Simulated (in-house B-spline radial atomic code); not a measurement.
Ionisation energies along the 37-electron series, configuration 1s2 2s2 2p6 3s2 3p6 3d10 4s2 4p6 4d3/2(1), as differences of self-consistent energies. Dirac energy differences include first-order Breit, QED and recoil terms. NIST's values go from ground level to ground level; the uncertainty of those that are theory runs from under 0.1 % in few-electron ions to several per cent in heavy many-electron ones. Computed with a B-spline radial code for spherical atoms: Dirac-Hartree-Fock, jj configuration that fills j = l - 1/2 first, finite nuclei.

```tsv
ion	configuration after	ionisation energy (eV)	IE/(q+1)² (eV)	-ε less Coulomb ΔSCF (eV)	Breit and QED recoil part (eV)	tabulated value (eV)	computed minus tabulated (eV)
Sm25+	[Ar] 3d10 4s2 4p6	821.8	1.2157	0.75152	-0.32545	822	-0.2
Eu26+	[Ar] 3d10 4s2 4p6	878.3	1.2049	0.75866	-0.3615	879	-0.7
Gd27+	[Ar] 3d10 4s2 4p6	936.6	1.1947	0.76556	-0.39986	937	-0.4
Tb28+	[Ar] 3d10 4s2 4p6	996.7	1.1852	0.77223	-0.44065	997	-0.3
Dy29+	[Ar] 3d10 4s2 4p6	?	?	?	?	?	?
Ho30+	[Ar] 3d10 4s2 4p6	1122.2	1.1677	0.78497	-0.52972	1122	0.2
Er31+	[Ar] 3d10 4s2 4p6	1187.6	1.1598	0.79106	-0.57816	1188	-0.4
Tm32+	[Ar] 3d10 4s2 4p6	1254.8	1.1523	0.79699	-0.62927	1255	-0.2
Yb33+	[Ar] 3d10 4s2 4p6	1323.8	1.1452	0.80276	-0.68314	1324	-0.2
Lu34+	[Ar] 3d10 4s2 4p6	?	?	?	?	?	?
Hf35+	[Ar] 3d10 4s2 4p6	1467.2	1.1321	0.81388	-0.79947	1467	0.2
Ta36+	[Ar] 3d10 4s2 4p6	1541.6	1.1261	0.81924	-0.86207	1542	-0.4
W37+	[Ar] 3d10 4s2 4p6	?	?	?	?	?	?
Re38+	[Ar] 3d10 4s2 4p6	1695.8	1.1149	0.82962	-0.9965	1696	-0.2
Os39+	[Ar] 3d10 4s2 4p6	1775.6	1.1098	0.83465	-1.0685	1776	-0.4
```

Fill in the row of Dy29+.

ionisation energy (eV): 1058.6; IE/(q+1)² (eV): 1.1762; -ε less Coulomb ΔSCF (eV): 0.7787; Breit and QED recoil part (eV): -0.4839; tabulated value (eV): 1059; computed minus tabulated (eV): -0.4.

Fill in the row of Lu34+.

ionisation energy (eV): 1394.6; IE/(q+1)² (eV): 1.1385; -ε less Coulomb ΔSCF (eV): 0.80839; Breit and QED recoil part (eV): -0.73986; tabulated value (eV): 1395; computed minus tabulated (eV): -0.4.

Fill in the row of W37+.

ionisation energy (eV): 1617.8; IE/(q+1)² (eV): 1.1204; -ε less Coulomb ΔSCF (eV): 0.82448; Breit and QED recoil part (eV): -0.92773; tabulated value (eV): 1621.7; computed minus tabulated (eV): -3.9.
